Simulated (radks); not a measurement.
Charge is removed step by step from the 3p (averaged over the sub-levels emptied) level of the copper ion Cu4+, starting from [Ar] 3d7. Method: Dirac Kohn-Sham, LDA (Slater exchange, Perdew-Wang correlation), spin-unpolarised, spherical densities, finite nucleus; open shells are shared between the two j in proportion to 2j + 1; Fermi nuclear charge, rms radius 3.8823 fm; computed with a radial shooting solver on a logarithmic mesh with Libxc functionals.

removed (e)  E - E(0) (eV)  eigenvalue (eV)  E minus straight line (eV)
0                    0.000          -140.52                       0.000
0.25                35.913          -146.80                      -2.399
0.5                 73.408          -153.18                      -3.216
0.75                112.51          -159.67                      -2.425
1                   153.25          -166.25                       0.000

Removing the whole electron costs 153.25 eV by Delta-SCF, against 140.52 eV from minus the eigenvalue at the starting occupation. Slater's transition state (half an electron removed) gives 153.18 eV. Integrating minus the eigenvalue over the occupation (Janak's theorem) gives 153.25 eV. The mean slope of the eigenvalue, de/dn, is 25.7 eV per electron.
